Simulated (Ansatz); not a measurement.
**Equilibrium of H2O + Si2N2H8 ⇌ SiH3(OH) + SiN2H6 at process temperatures**

Species: H2O (water) `O`, singlet; Si2N2H8 `NN([SiH3])[SiH3]`, singlet; SiH3(OH) (silanol), singlet; SiN2H6 `NN[SiH3]`, singlet. The partners trade H for SiH3: O–H and N–SiH3 bonds give way to O–SiH3 and N–H.

The electronic reaction energy at CCSD(T)/CBS estimate is -26.3 kJ/mol. Shapes: PBE0-D4/def2-TZVP. Flexible molecules stand in one conformer, not always the lowest. Programs: Ansatz 0.2.0. Enthalpy and entropy come from rigid-rotor, harmonic-oscillator sums on unscaled PBE0-D4/def2-TZVP wavenumbers, ideal gases at 1 bar; R ln 2 is added for the mirror twin of the chiral shape of SiN2H6. Symmetry numbers: H2O 2, Si2N2H8 1, SiH3(OH) 1, SiN2H6 1. R = 8.3145 J/(mol K).

```
T (K)  ΔH (kJ/mol)  ΔS (J/(mol K))
  400        -25.1           +29.9
  600        -26.0           +28.1
  800            ?               ?
```

Q: Work out ln K at 400 and 600 K, and from these estimate it at 800 K.

A: 
1. 400 K: ΔG = -25.1 − 400 × (+29.9)/1000 = -37.1 kJ/mol; ln K = −ΔG/RT = +11.16.
2. 600 K: ΔG = -26.0 − 600 × (+28.1)/1000 = -42.9 kJ/mol; ln K = −ΔG/RT = +8.60.
3. Slope against 1000/T: (+8.60 − (+11.16))/(1.6667 − 2.5000) = +3.07, that is −ΔH/R with ΔH near -26 kJ/mol.
4. 800 K: ln K = +11.16 + (+3.07) × (1.2500 − 2.5000) = +7.32.

The full sums give ΔH = -26.4 kJ/mol, ΔS = +27.5 J/(mol K), ΔG = -48.4 kJ/mol and ln K = +7.28 at 800 K, so the line is off by +0.04 in ln K; without rounding the miss is +0.03, from the change of ΔH with temperature. The products are favoured over this whole range. An error of 10 kJ/mol in the energy moves ln K by 1.5 at 800 K. Soft modes are treated as harmonic, which can err either way at these temperatures; the lowest are those of Si2N2H8 (102 cm⁻¹), SiH3(OH) (197 cm⁻¹), SiN2H6 (82 cm⁻¹). Other conformers aren't counted. The CBS estimate extrapolates MP2 from def2-TZVPP and def2-QZVPP and adds CCSD(T) − MP2 in the triple-zeta set, cores frozen.
